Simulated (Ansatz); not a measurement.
Calculated with Ansatz (gas phase, PBE0-D4/def2-TZVP geometries, no zero-point term in ΔE). CCSD(T)/CBS adds triple-zeta CCSD(T) − MP2 to the extrapolated MP2 energy (def2 sets, frozen cores). This one scheme is used for every species. Functionals use def2-TZVPP. For Ge outer-core shells are correlated without core-valence functions, which leaves a few kJ/mol of doubt a bond. Scalar relativity is left out up to krypton.

`C[B](Cl)[GeH3]` + CH₄ → `C[B](C)[GeH3]` + HCl  (formal exchange of groups at a B–Cl bond)

| level | ΔE (eV) |
| --- | --- |
| BLYP | 1.07 |
| CCSD/def2-SVP | 1.12 |

Question: What does CCSD(T)/CBS give? (An estimate is asked.)

Answer: Ansatz gave: +1.02 eV. The listed levels differ from it by 0.05, 0.10 eV.

Largest T1 diagnostic among the species: 0.012.

Leaving LDA and LC-ωPBE aside and taking each functional with its dispersion term where it has one, the values, not all of them listed here, spread over 0.04 eV, from CAM-B3LYP-D4 to B2PLYP. LDA lies −0.05 eV from PBE without D4. At CCSD(T), def2-SVP lies +0.11 eV from the extrapolated value and def2-TZVPP +0.00 eV.
